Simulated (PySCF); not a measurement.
# RhH₂: from structure and modes to constants

All numbers come from PySCF, UPBE0, basis Rh def2-TZVP with ECP28, H def2-TZVP (scalar-relativistic core potentials, no spin–orbit coupling, density fitting).

The doublet minimum has C2v symmetry. Masses (u): Rh 102.90550, H 1.00782.

```xyz
3
charge 0 multiplicity 2, angstrom
Rh    0.0221    0.0000    0.0000
H    -1.1278    0.9969    0.0000
H    -1.1278   -0.9969    0.0000
```

Harmonic wavenumbers (cm⁻¹): 728.6 (a1, ×1), 2157.8 (b2, ×1), 2236.4 (a1, ×1).

What is the harmonic zero-point energy?

Half the sum of all 3 wavenumbers, 5123/2 = 2561 cm⁻¹, which is 30.6 kJ/mol (1 cm⁻¹ = 0.0119627 kJ/mol).

Find the vibrational entropy and heat capacity at 298.15 K.

With u = 1.43878 ω/T, each mode gives S = R[u/(eᵘ−1) − ln(1−e⁻ᵘ)] and C = R u² eᵘ/(eᵘ−1)².
```
ω (cm⁻¹)       u  S (J/(mol K))  C (J/(mol K))
   728.6   3.516           1.15           3.24
  2157.8  10.413           0.00           0.03
  2236.4  10.792           0.00           0.02
```
The sums over all modes are S = 1.2 and C = 3.3 J/(mol K); the softest mode gives 100 % of the entropy.

Other isomers or separated fragments may lie lower. Other spin states or occupations of the open shell can lie lower.
